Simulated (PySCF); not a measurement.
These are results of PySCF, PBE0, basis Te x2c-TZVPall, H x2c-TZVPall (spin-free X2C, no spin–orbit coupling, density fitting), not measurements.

```xyz
3
charge 0 multiplicity 1, angstrom
Te    0.0000    0.0000   -0.0179
H     1.1729    0.0000    1.1531
H    -1.1729    0.0000    1.1531
```

H₂Te (singlet), along the line from Te1 (at 0) through H2 (at 1.657 Å).

Task: Tabulate the fields along this line at -0.50, -0.41, -0.33, -0.25, -0.17, -0.08, 0.08, 0.17, 0.25, 0.33, 0.41, 0.50, 0.58, 0.66, 0.75, 0.83, 0.91, 0.99, 1.08, 1.16, 1.24, 1.33, 1.41, 1.49, 1.57, 1.74, 1.82, 1.91, 1.99, 2.07, 2.15, 2.24, 2.32, 2.40, 2.49, 2.57, 2.65 Å.

Result: 
```tsv
distance (Å)	electron density (e/Å³)	electron localisation function	electrostatic potential (V)
-0.50	12.6	0.721	141
-0.41	22.8	0.76	227
-0.33	34.1	0.53	390
-0.25	60.4	0.194	720
-0.17	338	0.755	1520
-0.08	1340	0.315	4750
0.08	1340	0.316	4750
0.17	338	0.754	1520
0.25	60.6	0.193	720
0.33	34.5	0.539	390
0.41	23.1	0.769	227
0.50	12.7	0.727	141
0.58	6.44	0.57	94
0.66	3.31	0.361	65.8
0.75	1.89	0.223	47.6
0.83	1.27	0.197	35.2
0.91	1.01	0.287	26.7
0.99	0.923	0.507	20.9
1.08	0.917	0.757	17.4
1.16	0.96	0.905	16.2
1.24	1.04	0.966	17.6
1.33	1.18	0.989	22.7
1.41	1.38	0.997	34.3
1.49	1.65	0.999	61.1
1.57	2.05	1	147
1.74	1.81	1	146
1.82	1.25	1	60.7
1.91	0.863	1	33.2
1.99	0.589	0.999	20.4
2.07	0.405	0.999	13.3
2.15	0.281	0.998	9.06
2.24	0.196	0.997	6.37
2.32	0.137	0.996	4.59
2.40	0.0969	0.995	3.39
2.49	0.069	0.994	2.55
2.57	0.0496	0.992	1.96
2.65	0.0358	0.989	1.53
```

On a grid of 0.08 Å the density has a local minimum along the bond near 1.08 Å from Te, at 0.92 e/Å³, where the ELF is 0.76.
